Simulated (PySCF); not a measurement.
# Relaxation of octet EuH2

These are results of UPBE0 in PySCF with Eu def2-TZVP with ECP28, H def2-TZVP; scalar-relativistic core potentials, no spin–orbit coupling; density-fitted integrals, not measurements. A (50,194) grid was used.

A hand-made bent start, of C2v symmetry, held to at least that symmetry:

```xyz
3
charge 0 multiplicity 8, angstrom
Eu    0.0000    0.0000   -0.0149
H     1.6383    0.0000    1.1323
H    -1.6383    0.0000    1.1323
```

Optimiser trace:
```tsv
step	E − E(last) (kJ/mol)	largest gradient (Eh/bohr)
0	9.72	0.01837
1	5.18	0.01204
2	0.52	0.00196
3	0.23	0.00117
4	0.11	0.00149
5	0.03	0.00101
6	0.00	0.00031
7	0.00	0.00002
```

It ends at C2v with Eu–H 2.128 Å (×2); H–Eu–H 115.2°. A frequency run shows a minimum.

Other spin states or occupations of the open shell can lie lower. The pruned grid is coarse for the open f shell: energies are uncertain by about 2 kJ/mol and soft modes are noisy. With an element this heavy the missing spin–orbit coupling can shift these numbers.

The relaxation took of the order of 70 core-seconds on a shared host.
